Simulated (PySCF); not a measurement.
A side-by-side comparison of computed properties.

First species: CH₁₀O₂Si₃.
InChI=1S/CH10O2Si3/c2-6-3-5-1-4/h2H,1,5-6H2,4H3

Second species: C4H4BF3O2.
SMILES: `FC(F)(F)C1=[O+][BH2-]OC=C1`

Levels: PBE0/def2-SVPD for dipole moment, HOMO energy, LUMO energy, HOMO–LUMO gap, static isotropic polarisability and electronic spatial extent ⟨r²⟩ about the centre of nuclear charge; TDDFT PBE0/def2-SVPD for lowest singlet excitation; TDA PBE0/def2-SVPD for lowest triplet excitation (Tamm–Dancoff); ΔSCF PBE0/def2-SVPD for vertical ionisation energy; PBE0-D3(BJ)/def2-SVP for rotational constant A and rotational constant C. Geometries: PBE0-D3(BJ)/def2-SVP. Each species is one conformer at its optimised geometry, gas phase, non-relativistic unless stated; the electronic structure was computed with PySCF and density fitting.

The conformers computed, where there is a choice (atom-mapped SMILES and torsion angles):
- `[OH:1][SiH2:2][O:3][SiH2:4][CH2:5][SiH3:6]`: O1–Si2–O3–Si4 -170°, Si2–O3–Si4–C5 16°, O3–Si4–C5–Si6 -55°, H–O1–Si2–O3 -64°
- `[F:1][C:2]([F:3])([F:4])[C:5]1=[O+:6][BH2-:7][O:8][CH:9]=[CH:10]1`: F1–C2–C5–O6 -2°

(1) Which has the higher rotational constant C?

(2) Which of the two has the higher S1 energy, and by how much?

(3) Which has the higher dipole moment?

(4) Which of the two has the higher static isotropic polarisability, and by how much?

(5) Which has the higher HOMO–LUMO gap?

(6) Which of the two has the higher LUMO energy, and by how much?

(7) Which has the higher HOMO energy?

(8) Which has the higher ⟨r²⟩?

## Answers

(1) The second: 0.797 GHz against 0.736 GHz, a difference of 0.061 GHz.

(2) The first: 7.26 eV against 3.19 eV, a difference of 4.07 eV.

(3) The second: 3.80 D against 1.24 D, a difference of 2.56 D.

(4) The first: 98.3 au against 71.9 au, a difference of 26.4 au.

(5) The first: 8.53 eV against 4.28 eV, a difference of 4.25 eV.

(6) The first: 0.10 eV against -3.10 eV, a difference of 3.20 eV.

(7) The second: -7.38 eV against -8.43 eV, a difference of 1.05 eV.

(8) The first: 1556 bohr² against 1371 bohr², a difference of 185 bohr².

On the first: The principal polarisabilities are 86.9, 99.6 and 108.6 au; their mean is the isotropic value. The dipole equals about 4.1 × 10⁻³⁰ C·m (1 D = 3.33564 × 10⁻³⁰ C·m).

On the second: The polarisability is 10.66 Å³ as a volume (1 au = 0.148185 Å³), or 0.95 au for each of the 76 electrons. The ΔSCF ionisation energy exceeds −ε(HOMO) by 1.99 eV with PBE0.
